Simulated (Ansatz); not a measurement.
Nudged elastic band run: C$_{3}$H$_{8}$Si$_{2}$

Input:

```yaml
crystal:
  periodic: [false, false, false]
  atoms:
    - { symbol: C, position_ang: [-1.064252, 2.007308, -1.011189] }
    - { symbol: C, position_ang: [-0.506405, 0.957029, -0.480581] }
    - { symbol: C, position_ang: [0.051178, -0.094858, 0.048841] }
    - { symbol: Si, position_ang: [0.278065, -0.158736, 1.908443] }
    - { symbol: Si, position_ang: [0.596364, -1.489825, -1.0783] }
    - { symbol: H, position_ang: [-2.139823, 2.054884, -1.154805] }
    - { symbol: H, position_ang: [-0.46643, 2.859094, -1.322245] }
    - { symbol: H, position_ang: [-0.286846, -1.422465, 2.43999] }
    - { symbol: H, position_ang: [-0.398042, 0.997226, 2.535536] }
    - { symbol: H, position_ang: [1.722271, -0.132302, 2.242528] }
    - { symbol: H, position_ang: [0.401551, -1.096361, -2.490253] }
    - { symbol: H, position_ang: [-0.192325, -2.710937, -0.786974] }
    - { symbol: H, position_ang: [2.024995, -1.804857, -0.836192] }
basis:
  gaussian: { orbitals: def2-SVP }
hamiltonian:
  xc: { name: BHLYP }
  dispersion: d4
neb:
  order_check: false
  images: 9
  f_tol: 0.03
  max_iterations: 39
  optimiser: lbfgs
  climbing: immediate
  final_atoms:
    - { symbol: C, position_ang: [-0.8009614, 1.85189398, -0.71399943] }
    - { symbol: C, position_ang: [-0.39544985, 0.95925962, 0.17089847] }
    - { symbol: C, position_ang: [-0.42865673, -0.5445396, 0.30544781] }
    - { symbol: Si, position_ang: [0.39407259, 0.3959874, 1.70756875] }
    - { symbol: Si, position_ang: [0.55905538, -1.56228419, -0.90625809] }
    - { symbol: H, position_ang: [-0.63165134, 2.91406206, -0.56576663] }
    - { symbol: H, position_ang: [-1.3225589, 1.55869282, -1.62344501] }
    - { symbol: H, position_ang: [-1.40988243, -0.97200201, 0.5289974] }
    - { symbol: H, position_ang: [-0.32230245, 0.5266905, 2.98693435] }
    - { symbol: H, position_ang: [1.85967073, 0.36190097, 1.84190274] }
    - { symbol: H, position_ang: [-0.05854125, -1.55301094, -2.25659793] }
    - { symbol: H, position_ang: [0.64969835, -2.96901017, -0.44360851] }
    - { symbol: H, position_ang: [1.9278083, -1.00244043, -1.01727491] }
  initial_path:
    images:
      - { positions_ang: [[-1.064252, 2.007308, -1.011189], [-0.506405, 0.957029, -0.480581], [0.051178, -0.094858, 0.048841], [0.278065, -0.158736, 1.908443], [0.596364, -1.489825, -1.0783], [-2.139823, 2.054884, -1.154805], [-0.46643, 2.859094, -1.322245], [-0.286846, -1.422465, 2.43999], [-0.398042, 0.997226, 2.535536], [1.722271, -0.132302, 2.242528], [0.401551, -1.096361, -2.490253], [-0.192325, -2.710937, -0.786974], [2.024995, -1.804857, -0.836192]] }
      - { positions_ang: [[-1.06676649, 1.98774845, -0.98914372], [-0.51311149, 0.94869885, -0.46361011], [0.04494783, -0.09894679, 0.06069235], [0.29853418, -0.18150906, 1.90607633], [0.61128296, -1.48832584, -1.04625036], [-2.08693309, 2.14741475, -0.99420722], [-0.54392343, 2.74562493, -1.43975222], [-0.35249387, -1.29699669, 2.17474435], [-0.39054839, 0.96306573, 2.56707213], [1.72908919, -0.15346618, 2.24543749], [0.42789952, -1.11017619, -2.45751252], [-0.1684341, -2.71119629, -0.75276625], [2.03075818, -1.78673566, -0.79598126]] }
      - { positions_ang: [[-1.06928098, 1.96818889, -0.96709845], [-0.51981798, 0.9403687, -0.44663923], [0.03871766, -0.10303557, 0.0725437], [0.31900336, -0.20428212, 1.90370967], [0.62620192, -1.48682668, -1.01420072], [-2.03404317, 2.2399455, -0.83360943], [-0.62141687, 2.63215585, -1.55725943], [-0.41814175, -1.17152838, 1.90949869], [-0.38305478, 0.92890545, 2.59860826], [1.73590738, -0.17463036, 2.24834698], [0.45424805, -1.12399138, -2.42477203], [-0.1445432, -2.71145558, -0.71855849], [2.03652136, -1.76861433, -0.75577052]] }
      - { positions_ang: [[-1.07179548, 1.94862934, -0.94505317], [-0.52652447, 0.93203855, -0.42966834], [0.03248749, -0.10712436, 0.08439505], [0.33947255, -0.22705518, 1.901343], [0.64112088, -1.48532751, -0.98215108], [-1.98115326, 2.33247625, -0.67301165], [-0.6989103, 2.51868678, -1.67476665], [-0.48378962, -1.04606006, 1.64425304], [-0.37556117, 0.89474518, 2.63014439], [1.74272557, -0.19579454, 2.25125647], [0.48059657, -1.13780657, -2.39203155], [-0.1206523, -2.71171487, -0.68435074], [2.04228455, -1.75049299, -0.71555978]] }
      - { positions_ang: [[-1.07430997, 1.92906978, -0.92300789], [-0.53323096, 0.92370841, -0.41269745], [0.02625732, -0.11121314, 0.09624641], [0.35994173, -0.24982825, 1.89897634], [0.65603983, -1.48382835, -0.95010144], [-1.92826335, 2.425007, -0.51241387], [-0.77640373, 2.4052177, -1.79227386], [-0.5494375, -0.92059175, 1.37900738], [-0.36806756, 0.8605849, 2.66168052], [1.74954376, -0.21695872, 2.25416595], [0.5069451, -1.15162177, -2.35929106], [-0.0967614, -2.71197416, -0.65014298], [2.04804773, -1.73237166, -0.67534904]] }
      - { positions_ang: [[-1.07682446, 1.90951023, -0.90096262], [-0.53993745, 0.91537826, -0.39572657], [0.02002714, -0.11530193, 0.10809776], [0.38041091, -0.27260131, 1.89660967], [0.67095879, -1.48232919, -0.91805181], [-1.87537343, 2.51753776, -0.35181609], [-0.85389716, 2.29174863, -1.90978108], [-0.61508537, -0.79512344, 1.11376173], [-0.36057395, 0.82642463, 2.69321665], [1.75636194, -0.2381229, 2.25707544], [0.53329362, -1.16543696, -2.32655058], [-0.0728705, -2.71223345, -0.61593523], [2.05381091, -1.71425032, -0.63513829]] }
      - { positions_ang: [[-1.02165185, 1.89798698, -0.86356998], [-0.51103993, 0.92415453, -0.28240156], [-0.06970963, -0.20114946, 0.14756777], [0.38314325, -0.13888357, 1.85880149], [0.64857811, -1.49832019, -0.91569306], [-1.62662901, 2.59684262, -0.3946062], [-0.94762951, 2.14513747, -1.85251386], [-0.77404478, -0.83049915, 0.99680886], [-0.35291965, 0.7664778, 2.75196019], [1.7770237, -0.11811813, 2.1740409], [0.41492665, -1.24295175, -2.31256005], [0.07164327, -2.7635888, -0.58146989], [2.02861039, -1.57188834, -0.71156562]] }
      - { positions_ang: [[-0.96647923, 1.88646373, -0.82617734], [-0.48214241, 0.9329308, -0.16907655], [-0.15944641, -0.286997, 0.18703778], [0.38587558, -0.00516583, 1.8209933], [0.62619743, -1.51431119, -0.91333432], [-1.3778846, 2.67614748, -0.4373963], [-1.04136186, 1.9985263, -1.79524665], [-0.9330042, -0.86587487, 0.879856], [-0.34526535, 0.70653098, 2.81070373], [1.79768546, 0.00188665, 2.09100636], [0.29655967, -1.32046655, -2.29856952], [0.21615704, -2.81494414, -0.54700454], [2.00340987, -1.42952636, -0.78799294]] }
      - { positions_ang: [[-0.91130662, 1.87494048, -0.78878471], [-0.45324489, 0.94170707, -0.05575155], [-0.24918318, -0.37284453, 0.22650779], [0.38860792, 0.12855192, 1.78318512], [0.60381675, -1.53030219, -0.91097557], [-1.12914018, 2.75545234, -0.48018641], [-1.1350942, 1.85191514, -1.73797944], [-1.09196361, -0.90125058, 0.76290313], [-0.33761105, 0.64658415, 2.86944727], [1.81834722, 0.12189142, 2.00797182], [0.1781927, -1.39798135, -2.28457899], [0.36067081, -2.86629948, -0.5125392], [1.97820934, -1.28716439, -0.86442026]] }
      - { positions_ang: [[-0.85613401, 1.86341723, -0.75139207], [-0.42434737, 0.95048335, 0.05757346], [-0.33891996, -0.45869207, 0.2659778], [0.39134026, 0.26226966, 1.74537693], [0.58143606, -1.54629319, -0.90861683], [-0.88039576, 2.8347572, -0.52297652], [-1.22882655, 1.70530398, -1.68071222], [-1.25092302, -0.93662629, 0.64595027], [-0.32995675, 0.58663732, 2.92819081], [1.83900898, 0.24189619, 1.92493728], [0.05982572, -1.47549614, -2.27058846], [0.50518458, -2.91765482, -0.47807385], [1.95300882, -1.14480241, -0.94084759]] }
      - { positions_ang: [[-0.8009614, 1.85189398, -0.71399943], [-0.39544985, 0.95925962, 0.17089847], [-0.42865673, -0.5445396, 0.30544781], [0.39407259, 0.3959874, 1.70756875], [0.55905538, -1.56228419, -0.90625809], [-0.63165134, 2.91406206, -0.56576663], [-1.3225589, 1.55869282, -1.62344501], [-1.40988243, -0.97200201, 0.5289974], [-0.32230245, 0.5266905, 2.98693435], [1.85967073, 0.36190097, 1.84190274], [-0.05854125, -1.55301094, -2.25659793], [0.64969835, -2.96901017, -0.44360851], [1.9278083, -1.00244043, -1.01727491]] }
```

Run as:

```bash
$ ansatz run input.yaml --threads 2 --pin off --max-ram 3072MiB --backend cpu --events-out ev --progress --plain --runs-dir out
```

Output, in part (warnings, iteration lines):

```
NEB end point (image 0): max|allowed force component| = 1.015e-2 eV/Å (the criterion of neb.relax_end_points is 1.000e-2)
NEB end point (image 10): max|allowed force component| = 1.821e-2 eV/Å (the criterion of neb.relax_end_points is 1.000e-2)
NEB iter   1: max|band force component| = 8.616e0 eV/Å  barrier→ = 5.3239 eV  barrier← = 4.8463 eV  CI = image 7  Δτ_max = 0.1557 Å  (309 SCF iters)
NEB iter   2: max|band force component| = 5.579e0 eV/Å  barrier→ = 4.6522 eV  barrier← = 4.1745 eV  CI = image 6  Δτ_max = 0.0948 Å  (293 SCF iters)
NEB iter   3: max|band force component| = 9.570e0 eV/Å  barrier→ = 4.4934 eV  barrier← = 4.0157 eV  CI = image 6  Δτ_max = 0.1727 Å  (297 SCF iters)
NEB iter   4: max|band force component| = 2.113e1 eV/Å  barrier→ = 5.7305 eV  barrier← = 5.2528 eV  CI = image 5  Δτ_max = 0.2000 Å  (305 SCF iters)
NEB iter   5: max|band force component| = 9.287e0 eV/Å  barrier→ = 4.3355 eV  barrier← = 3.8578 eV  CI = image 6  Δτ_max = 0.1696 Å  (303 SCF iters)
NEB iter   6: max|band force component| = 1.628e1 eV/Å  barrier→ = 4.2968 eV  barrier← = 3.8191 eV  CI = image 6  Δτ_max = 0.1010 Å  (305 SCF iters)
NEB iter   7: max|band force component| = 3.265e0 eV/Å  barrier→ = 4.2812 eV  barrier← = 3.8035 eV  CI = image 6  Δτ_max = 0.0192 Å  (287 SCF iters)
NEB iter   8: max|band force component| = 2.143e0 eV/Å  barrier→ = 4.2637 eV  barrier← = 3.7860 eV  CI = image 6  Δτ_max = 0.0960 Å  (253 SCF iters)
NEB iter   9: max|band force component| = 3.590e0 eV/Å  barrier→ = 4.1609 eV  barrier← = 3.6832 eV  CI = image 6  Δτ_max = 0.0672 Å  (298 SCF iters)
NEB iter  10: max|band force component| = 3.518e0 eV/Å  barrier→ = 4.1425 eV  barrier← = 3.6649 eV  CI = image 6  Δτ_max = 0.0202 Å  (285 SCF iters)
NEB iter  11: max|band force component| = 1.212e0 eV/Å  barrier→ = 4.1347 eV  barrier← = 3.6570 eV  CI = image 6  Δτ_max = 0.0109 Å  (268 SCF iters)
NEB iter  12: max|band force component| = 8.901e-1 eV/Å  barrier→ = 4.1215 eV  barrier← = 3.6438 eV  CI = image 6  Δτ_max = 0.0323 Å  (264 SCF iters)
NEB iter  13: max|band force component| = 2.704e0 eV/Å  barrier→ = 4.0749 eV  barrier← = 3.5972 eV  CI = image 6  Δτ_max = 0.0492 Å  (289 SCF iters)
NEB iter  14: max|band force component| = 5.061e0 eV/Å  barrier→ = 4.0618 eV  barrier← = 3.5841 eV  CI = image 6  Δτ_max = 0.0281 Å  (275 SCF iters)
NEB iter  15: max|band force component| = 5.437e-1 eV/Å  barrier→ = 4.0616 eV  barrier← = 3.5839 eV  CI = image 6  Δτ_max = 0.0038 Å  (260 SCF iters)
NEB iter  16: max|band force component| = 5.227e-1 eV/Å  barrier→ = 4.0556 eV  barrier← = 3.5779 eV  CI = image 6  Δτ_max = 0.0578 Å  (232 SCF iters)
NEB iter  17: max|band force component| = 2.621e0 eV/Å  barrier→ = 3.9838 eV  barrier← = 3.5062 eV  CI = image 6  Δτ_max = 0.0486 Å  (297 SCF iters)
NEB iter  18: max|band force component| = 5.551e0 eV/Å  barrier→ = 3.9816 eV  barrier← = 3.5039 eV  CI = image 6  Δτ_max = 0.0299 Å  (270 SCF iters)
NEB iter  19: max|band force component| = 5.717e-1 eV/Å  barrier→ = 3.9817 eV  barrier← = 3.5040 eV  CI = image 6  Δτ_max = 0.0038 Å  (264 SCF iters)
NEB iter  20: max|band force component| = 5.175e-1 eV/Å  barrier→ = 3.9809 eV  barrier← = 3.5033 eV  CI = image 6  Δτ_max = 0.0679 Å  (228 SCF iters)
NEB iter  21: max|band force component| = 2.564e0 eV/Å  barrier→ = 3.9850 eV  barrier← = 3.5073 eV  CI = image 6  Δτ_max = 0.0467 Å  (301 SCF iters)
NEB iter  22: max|band force component| = 4.711e0 eV/Å  barrier→ = 3.9884 eV  barrier← = 3.5107 eV  CI = image 6  Δτ_max = 0.0262 Å  (281 SCF iters)
NEB iter  23: max|band force component| = 5.683e-1 eV/Å  barrier→ = 3.9878 eV  barrier← = 3.5102 eV  CI = image 6  Δτ_max = 0.0040 Å  (265 SCF iters)
NEB iter  24: max|band force component| = 5.206e-1 eV/Å  barrier→ = 3.9891 eV  barrier← = 3.5115 eV  CI = image 6  Δτ_max = 0.0440 Å  (230 SCF iters)
NEB iter  25: max|band force component| = 1.741e0 eV/Å  barrier→ = 4.0031 eV  barrier← = 3.5254 eV  CI = image 6  Δτ_max = 0.0317 Å  (291 SCF iters)
NEB iter  26: max|band force component| = 3.897e0 eV/Å  barrier→ = 4.0027 eV  barrier← = 3.5250 eV  CI = image 6  Δτ_max = 0.0183 Å  (280 SCF iters)
NEB iter  27: max|band force component| = 7.707e-1 eV/Å  barrier→ = 4.0026 eV  barrier← = 3.5250 eV  CI = image 6  Δτ_max = 0.0050 Å  (255 SCF iters)
NEB iter  28: max|band force component| = 4.821e-1 eV/Å  barrier→ = 4.0022 eV  barrier← = 3.5245 eV  CI = image 6  Δτ_max = 0.0362 Å  (237 SCF iters)
NEB iter  29: max|band force component| = 1.787e0 eV/Å  barrier→ = 3.9961 eV  barrier← = 3.5185 eV  CI = image 6  Δτ_max = 0.0320 Å  (282 SCF iters)
NEB iter  30: max|band force component| = 3.296e0 eV/Å  barrier→ = 3.9914 eV  barrier← = 3.5137 eV  CI = image 6  Δτ_max = 0.0581 Å  (280 SCF iters)
NEB iter  31: max|band force component| = 6.448e0 eV/Å  barrier→ = 3.9862 eV  barrier← = 3.5085 eV  CI = image 6  Δτ_max = 0.0366 Å  (267 SCF iters)
NEB iter  32: max|band force component| = 5.634e-1 eV/Å  barrier→ = 3.9874 eV  barrier← = 3.5097 eV  CI = image 6  Δτ_max = 0.0037 Å  (263 SCF iters)
NEB iter  33: max|band force component| = 5.673e-1 eV/Å  barrier→ = 3.9854 eV  barrier← = 3.5077 eV  CI = image 6  Δτ_max = 0.0100 Å  (224 SCF iters)
NEB iter  34: max|band force component| = 5.780e-1 eV/Å  barrier→ = 3.9797 eV  barrier← = 3.5020 eV  CI = image 6  Δτ_max = 0.0102 Å  (238 SCF iters)
NEB iter  35: max|band force component| = 5.893e-1 eV/Å  barrier→ = 3.9738 eV  barrier← = 3.4961 eV  CI = image 6  Δτ_max = 0.0105 Å  (237 SCF iters)
NEB iter  36: max|band force component| = 7.902e-1 eV/Å  barrier→ = 3.9679 eV  barrier← = 3.4902 eV  CI = image 6  Δτ_max = 0.0139 Å  (245 SCF iters)
NEB iter  37: max|band force component| = 1.474e0 eV/Å  barrier→ = 3.9620 eV  barrier← = 3.4844 eV  CI = image 6  Δτ_max = 0.0262 Å  (257 SCF iters)
NEB iter  38: max|band force component| = 2.957e0 eV/Å  barrier→ = 3.9564 eV  barrier← = 3.4788 eV  CI = image 6  Δτ_max = 0.0139 Å  (258 SCF iters)
NEB iter  39: max|band force component| = 6.385e-1 eV/Å  barrier→ = 3.9566 eV  barrier← = 3.4790 eV  CI = image 6  Δτ_max = 0.0065 Å  (237 SCF iters)
Error: NEB band did not converge after 39 iterations: max|band force component| = 6.39e-1 eV/Å (threshold 3.0e-2); raise `neb.max_iterations` in a new run, which can start from the last band evaluated (`neb.initial_path`, with `crystal.atoms` and `neb.final_atoms` set to its first and last images), …
```

It did not converge within its limit. The band didn't meet its force threshold, so its energies are provisional: the largest band force was still 0.64 eV/Å, and over the last iterations the top stayed at 3.96 eV. The orbitals stay closed-shell, which can raise the energy where a bond breaks towards radicals; this wasn't checked here.

Final band (atoms are numbered from 1 in the order of the input):

| image | path coordinate (Å) | energy (eV) | Si4–H8 (Å) | C2–Si4 (Å) | C3–H8 (Å) |
| --- | --- | --- | --- | --- | --- |
| 0 | 0.00 | 0.00 | 1.48 | 2.75 | 2.76 |
| 1 | 0.44 | 0.07 | 1.48 | 2.75 | 2.65 |
| 2 | 0.88 | 0.30 | 1.48 | 2.74 | 2.54 |
| 3 | 1.31 | 0.75 | 1.48 | 2.71 | 2.36 |
| 4 | 1.72 | 1.58 | 1.49 | 2.70 | 2.07 |
| 5 | 2.14 | 3.02 | 1.57 | 2.76 | 1.67 |
| 6 | 2.55 | 3.96 | 1.79 | 2.89 | 1.26 |
| 7 | 3.40 | 3.45 | 2.16 | 2.51 | 1.11 |
| 8 | 4.19 | 1.41 | 2.33 | 1.93 | 1.09 |
| 9 | 4.91 | 0.59 | 2.48 | 1.83 | 1.09 |
| 10 | 5.60 | 0.48 | 2.55 | 1.82 | 1.09 |

The run took 16 min on 2 threads of Arm Neoverse V2, on a shared host, peak memory 0.28 GiB.
